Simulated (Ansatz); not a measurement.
Basis-set extrapolation for `FB1N[SiH2]1` (PBE0-D4/def2-TZVP geometry, frozen core, Ansatz). Multiplicity 1, RHF reference.

|  | def2-TZVPP | def2-QZVPP |
| --- | --- | --- |
| HF | -469.396532 | -469.413847 |
| MP2 correlation | -0.666265 | -0.720277 |
| CCSD(T) correlation | -0.717031 | not run |

Energies in hartree. Use E(X) = E(∞) + A·exp(−7.88·√X) for Hartree–Fock and E(X) = E(∞) + B·X^(−2.97) for correlation, with X = 3 and 4, and add CCSD(T) minus MP2 of the smaller set to the MP2 limit.

**Question.** What is the CCSD(T) energy at the basis-set limit?

**Answer.** HF limit: -469.413847 + (-0.017315) × 0.13774 = -469.41623. MP2 limit: -0.720277 + (-0.054012) × 0.74074 = -0.76029. Higher-order term: -0.717031 − (-0.666265) = -0.05077. Total: -470.22729 hartree, 298.6 kJ/mol below CCSD(T)/def2-TZVPP.
